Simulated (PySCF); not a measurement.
From one molecule to another.

First species: C6H9FOSi2.
Cartesian coordinates in Å at the GFN2-xTB level; atoms count from 1:
```
atom  x, y, z in Å
C1     4.4169   -0.9172   -0.4229
C2     3.3068   -0.6686   -0.7943
C3     1.9505   -0.3550   -1.1934
C4     1.1472    0.2054   -0.0092
Si5   -0.6357    0.6159   -0.4971
F6    -0.5543    1.8078   -1.6043
C7    -2.0002    1.0443    0.7695
Si8   -3.3308   -0.1471    0.0630
C9    -1.8972   -0.7409   -1.1317
O10   -1.8075   -1.6461   -1.9213
H11    5.3952   -1.1422   -0.1189
H12    1.9781    0.3780   -2.0041
H13    1.4730   -1.2621   -1.5736
H14    1.6460    1.1033    0.3626
H15    1.1641   -0.5207    0.8052
H16   -1.7308    0.8314    1.8009
H17   -2.2885    2.0920    0.7475
H18   -4.4367    0.5046   -0.6304
H19   -3.8058   -1.1734    0.9872
```

Second species: C7H12OSSi.
SMILES: `C=C[Si]1(SCC(C)=O)CC1`

Levels: PBE0/pcSseg-1 for dipole moment, HOMO energy, LUMO energy and HOMO–LUMO gap; GFN2-xTB for rotational constant A and rotational constant C. Geometries: GFN2-xTB. Each species is one conformer at its optimised geometry, gas phase, non-relativistic unless stated; the electronic structure was computed with PySCF and density fitting.

The conformers computed, where there is a choice (atom-mapped SMILES and torsion angles):
- `[CH:1]#[C:2][CH2:3][CH2:4][Si@:5]1([F:6])[CH2:7][SiH2:8][C:9]1=[O:10]`: C2–C3–C4–Si5 180°, C3–C4–Si5–F6 -64°
- `[CH2:1]=[CH:2][Si:3]1([S:4][CH2:5][C:6]([CH3:7])=[O:8])[CH2:9][CH2:10]1`: C1–C2–Si3–S4 -10°, C2–Si3–S4–C5 -64°, Si3–S4–C5–C6 -47°, S4–C5–C6–C7 -114°

```json
{"property": "dipole moment", "column X": "3.45 D", "column Y": "3.05 D"}
{"property": "HOMO energy", "column X": "-5.84 eV", "column Y": "-6.27 eV"}
{"property": "LUMO energy", "column X": "-1.43 eV", "column Y": "-2.29 eV"}
{"property": "HOMO–LUMO gap", "column X": "4.41 eV", "column Y": "3.98 eV"}
{"property": "rotational constant A", "column X": "1.269 GHz", "column Y": "1.892 GHz"}
{"property": "rotational constant C", "column X": "0.718 GHz", "column Y": "0.447 GHz"}
```

Q: Which column belongs to which species?

A: Column X is the second species and column Y the first. The first has 19 atoms and 90 electrons, the second 22 and 92.

Q: How does each property change from the first species to the second?

A: dipole moment +0.40 D; HOMO energy +0.43 eV; LUMO energy +0.86 eV; HOMO–LUMO gap +0.43 eV; rotational constant A -0.623 GHz; rotational constant C +0.271 GHz.

On the first: In atomic units the dipole is 1.20 e·bohr (1 au = 2.5417 D).

On the second: In atomic units the dipole is 1.36 e·bohr (1 au = 2.5417 D).
